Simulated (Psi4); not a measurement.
Input for Psi4:
```
memory 2 GB

molecule {
0 1
  B    -0.62995984    1.18044110    0.24926454
  O    -1.34098568    0.02127528    0.22114647
  B    -0.71277475   -1.15913808   -0.02782965
  O     0.62913932   -1.17890358   -0.24893988
  B     1.34273459   -0.02130303   -0.22143489
  O     0.71184636    1.15762830    0.02779340
  H    -1.17144101    2.19508773    0.46351956
  H    -1.32543937   -2.15547372   -0.05175059
  H     2.49688038   -0.03961402   -0.41176897
}

set basis def2-svp
set freeze_core true

energy('mp3')
print_variables()
```

Question: What is the computed nuclear repulsion energy (MP3/def2-SVP in Psi4)?

Answer: 203.3392 Eh

Question: Estimate the total energy that MP3/def2-SVP returns for this input.

Answer: -301.2506 Eh

Question: What is the computed number of basis functions (MP3/def2-SVP)?

Answer: 99

Question: What MP2 correlation energy does MP3/def2-SVP give?

Answer: -0.7657 Eh
